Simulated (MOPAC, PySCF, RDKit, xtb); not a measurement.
Torsion C1–C2–C3–C4 in C5H8 (SMILES C=CC(=C)C); at each angle all else is relaxed with GFN2-xTB, and the levels are single points there.
Geometry at 180° (charge 0, multiplicity 1):
```json
[
 {"atom": "C", "x (Å)": "1.1175", "y (Å)": "1.5150", "z (Å)": "-0.6445"},
 {"atom": "C", "x (Å)": "0.3304", "y (Å)": "1.0571", "z (Å)": "0.3221"},
 {"atom": "C", "x (Å)": "-0.3226", "y (Å)": "-0.2451", "z (Å)": "0.3476"},
 {"atom": "C", "x (Å)": "-1.0916", "y (Å)": "-0.5873", "z (Å)": "1.3805"},
 {"atom": "C", "x (Å)": "-0.1039", "y (Å)": "-1.1737", "z (Å)": "-0.8092"},
 {"atom": "H", "x (Å)": "1.3497", "y (Å)": "0.9416", "z (Å)": "-1.5255"},
 {"atom": "H", "x (Å)": "1.5637", "y (Å)": "2.4934", "z (Å)": "-0.5878"},
 {"atom": "H", "x (Å)": "0.1339", "y (Å)": "1.6814", "z (Å)": "1.1850"},
 {"atom": "H", "x (Å)": "-1.2514", "y (Å)": "0.0764", "z (Å)": "2.2137"},
 {"atom": "H", "x (Å)": "-1.5882", "y (Å)": "-1.5415", "z (Å)": "1.4303"},
 {"atom": "H", "x (Å)": "-0.6476", "y (Å)": "-2.1031", "z (Å)": "-0.6623"},
 {"atom": "H", "x (Å)": "0.9556", "y (Å)": "-1.4021", "z (Å)": "-0.9155"},
 {"atom": "H", "x (Å)": "-0.4454", "y (Å)": "-0.7120", "z (Å)": "-1.7345"}
]
```

On the grid 0° to 180°, 100° is the highest and 180° the lowest point at MP2/CBS(cc-pVDZ, cc-pVTZ) + ΔCCSD(T)/cc-pVDZ.

Rows in 3-21G carry no dispersion term and start afresh at each structure. The state that PM7 reach isn't checked; PM7 holds dispersion and hydrogen-bond terms.

Codes used: MOPAC for PM7 (differences of heats of formation); PySCF for 3-21G rows; RDKit for the force fields; xtb for the GFN methods. Values without a source in brackets are computed.

Q: One of these levels gives 174.5 meV for the energy at 100° less that at 180°. Name it.
A) HF/3-21G
B) PM7
C) MMFF94
D) GFN2-xTB

A: D, GFN2-xTB. The others give 245.2 (MMFF94), 4.8 (PM7), 194.8 (HF/3-21G)
